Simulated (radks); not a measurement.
Spherical quantum dot in the effective-mass picture: electrons in a hard-walled sphere of radius 4.59, with a point charge +1 (a donor) at the centre, all in effective atomic units (hartree* = m*/eps^2 hartree, bohr* = eps/m* bohr), one dielectric constant everywhere. Calculated with a radial shooting solver with Libxc functionals: non-relativistic Kohn-Sham, LDA (Slater exchange, Perdew-Wang correlation), spin-polarised, spherical densities. Levels are named by radial order and angular momentum (1s, 1p, 1d, 2s, ...), and open shells are averaged over m. Results are scaled to m* = 0.063 and eps = 9.7, for which hartree* = 18.22 meV and bohr* = 8.148 nm. Each electron was tried in the lowest free levels, single moves between levels near the top were tried too, and the lowest total energy was kept; such a search can miss a lower state. At N = 1 the Hartree and exchange-correlation terms need not cancel, so that row can carry a self-interaction error.

N,open shells,2S,mu = E(N) - E(N-1) (meV),addition energy mu(N+1) - mu(N) (meV),e(HOMO) (meV)
1,"1s(up 1, down 0)",1,-8.5501,9.602,-4.4639
2,none,0,1.0519,12.32,4.2452
3,"1p(up 1, down 0)",1,13.367,4.912,15.779
4,"1p(up 2, down 0)",2,18.279,5.055,20.798
5,"1p(up 3, down 0)",3,23.334,6.357,25.874
6,"1p(up 3, down 1)",2,29.692,4.801,32.068
7,"1p(up 3, down 2)",1,34.493,4.894,36.932
8,none,0,39.387,9.577,41.846
9,"1d(up 1, down 0)",1,48.963,4.739,51.328
10,"1d(up 2, down 0)",2,53.702,4.761,56.080
11,"1d(up 3, down 0)",3,58.463,4.772,60.848
12,"1d(up 4, down 0)",4,63.235,4.777,65.623
13,"1d(up 5, down 0)",5,68.012,5.994,70.401
14,"1d(up 5, down 1)",4,74.006,4.661,76.333
15,"1d(up 5, down 2)",3,78.668,4.683,81.006
16,"1d(up 5, down 3)",2,83.350,4.695,85.696
17,"1d(up 5, down 4)",1,88.045,4.702,90.395
18,none,0,92.747,6.951,95.099
19,"2s(up 1, down 0)",1,99.698,8.033,103.15
20,"2s(up 1, down 0) 1f(up 1, down 0)",2,107.73,4.626,110.04
21,"2s(up 1, down 0) 1f(up 2, down 0)",3,112.36,4.629,114.67
22,"2s(up 1, down 0) 1f(up 3, down 0)",4,116.99,4.631,119.30
23,"2s(up 1, down 0) 1f(up 4, down 0)",5,121.62,4.632,123.93
24,"2s(up 1, down 0) 1f(up 5, down 0)",6,126.25,4.632,128.57
25,"2s(up 1, down 0) 1f(up 6, down 0)",7,130.88,4.632,133.20
26,"2s(up 1, down 0) 1f(up 7, down 0)",8,135.51,5.807,137.83
27,"2s(up 1, down 0) 1f(up 7, down 1)",7,141.32,4.571,143.61
28,"2s(up 1, down 0) 1f(up 7, down 2)",6,145.89,4.576,148.18
29,"2s(up 1, down 0) 1f(up 7, down 3)",5,150.47,4.580,152.76
30,"2s(up 1, down 0) 1f(up 7, down 4)",4,155.05,4.582,157.34
31,"2s(up 1, down 0) 1f(up 7, down 5)",3,159.63,4.584,161.92
32,"2s(up 1, down 0) 1f(up 7, down 6)",2,164.22,4.585,166.75
33,"2s(up 1, down 0)",1,168.80,8.303,171.62
34,none,0,177.10,7.313,180.52
35,"1g(up 1, down 0)",1,184.42,4.537,186.68
36,"1g(up 2, down 0)",2,188.95,4.538,191.22
37,"1g(up 3, down 0)",3,193.49,4.539,195.76
38,"1g(up 4, down 0)",4,198.03,4.539,200.30
39,"1g(up 5, down 0)",5,202.57,4.539,204.84
40,"1g(up 6, down 0)",6,207.11,-,209.38

All shells are closed at N = 2, 8, 18, 34 (there: 1s2 1p6 1d10 2s2 1f14); the second difference of the energy has clear peaks (12 % above both neighbours; the first and last values, which can be the largest, are not judged, and half-filled shells can peak too) at N = 2, 5, 8, 13, 19, 26, 33.
